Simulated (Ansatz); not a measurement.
```yaml
crystal:
  periodic: [false, false, false]
  atoms:
    - {symbol: C, position_ang: [-1.646204, 0.336067, -1.114484]}
    - {symbol: Si, position_ang: [-0.432077, -0.778119, -0.218845]}
    - {symbol: B, position_ang: [0.829714, 0.282568, 0.946638]}
    - {symbol: N, position_ang: [2.205496, 0.120821, 0.942075]}
    - {symbol: Cl, position_ang: [0.146168, 1.502872, 2.051377]}
    - {symbol: H, position_ang: [-1.124602, 1.016099, -1.791549]}
    - {symbol: H, position_ang: [-2.360045, -0.247946, -1.698850]}
    - {symbol: H, position_ang: [-2.202989, 0.939057, -0.393693]}
    - {symbol: H, position_ang: [0.348475, -1.587320, -1.205204]}
    - {symbol: H, position_ang: [-1.178446, -1.745283, 0.638203]}
    - {symbol: H, position_ang: [2.825750, 0.648967, 1.535669]}
    - {symbol: H, position_ang: [2.665761, -0.542788, 0.342662]}
basis:
  gaussian: {orbitals: def2-mTZVP}
hamiltonian: {xc: {name: SPW92}}
```

```sh
$ ansatz run in.yaml --threads 4 --pin off --events-out ev --progress --plain --max-ram 10444MiB
```

Shortened log:

```
Functional definition: SPW92
1247 factors; their error is unknown
mean field evaluation 1: about -23600.1043 eV, gradient 9.4e1 eV
mean field evaluation 2: about -23557.2562 eV, gradient 1.5e2 eV
mean field evaluation 4: about -23617.7374 eV, gradient 1.8e1 eV
mean field evaluation 8: about -23618.5085 eV, gradient 2.5e-1 eV
mean field evaluation 16: about -23618.4684 eV, gradient 3.8e-4 eV
mean field -23618.46843643 eV, -867.9627058660 hartree, gradient 2.9e-5 eV, S^2 0.000000; 0 other end points of the search recorded, 0 dependent functions left out
reference -23618.46848025 eV, -867.9627074764 hartree; 28, 28 occupied and 94, 94 virtual orbitals, 1247 factors
Total energy: -23618.46848025 eV, -867.9627074764 hartree
```

Hardware: 4 threads of an Intel Xeon on a shared host. Wall time 0.75 s, peak host memory 0.51 GiB.
